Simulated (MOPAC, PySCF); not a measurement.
C8H7FSSi, SMILES `Fc1ccc([SiH3])c2ccsc12`, neutral singlet in the gas phase. 

Cartesian coordinates (Å):
```xyz
18

F      2.5926     2.5402     0.0402
C      1.8284     1.4352     0.0303
C      2.4094     0.1696     0.0490
C      1.5840    -0.9775     0.0380
C      0.1812    -0.8943     0.0085
Si    -0.8759    -2.4533    -0.0051
C     -0.4062     0.4062    -0.0106
C     -1.7972     0.7874    -0.0414
C     -1.9792     2.1486    -0.0524
S     -0.4848     3.0502    -0.0263
C      0.4304     1.5640     0.0006
H      3.5055     0.0887     0.0722
H      2.0693    -1.9658     0.0533
H     -1.7412    -2.5150    -1.2371
H     -1.7915    -2.5021     1.1905
H      0.0341    -3.6499     0.0201
H     -2.6300     0.0705    -0.0549
H     -2.9291     2.6976    -0.0750
```
Charge 0, spin multiplicity 1.

All levels are single points at this geometry (PBE-D3(BJ)/def2-SVP); Pople sets use spherical d functions. Orbital energies aren't observables, and empty levels follow the basis.

```
level                          HOMO (eV)  LUMO (eV)  gap (eV)  dipole (D)  vertical IE, Delta-SCF (eV)
-----------------------------  ---------  ---------  --------  ----------  ---------------------------
PBE-D3(BJ)/def2-TZVP in PySCF      -5.64      -2.14      3.50        0.84                         7.97
B3LYP/6-311+G** in PySCF           -6.42      -1.57      4.85        1.29                            –
B3LYP/6-31G* in PySCF              -6.09      -1.13      4.96        0.94                         7.91
B3LYP/LANL2DZ in PySCF             -6.38      -1.40      4.98        1.92                            –
M06-2X/6-31G* in PySCF             -7.36      -0.27      7.09        1.15                            –
SVWN5/6-31G* in PySCF              -5.51      -1.95      3.56        0.82                         7.95
HF/3-21G in PySCF                  -8.49       2.22     10.71        1.93                            –
HF/6-31G* in PySCF                 -8.27       2.33     10.61        1.51                            –
PM7 in MOPAC                       -8.61      -0.85      7.76        1.87                            –
```
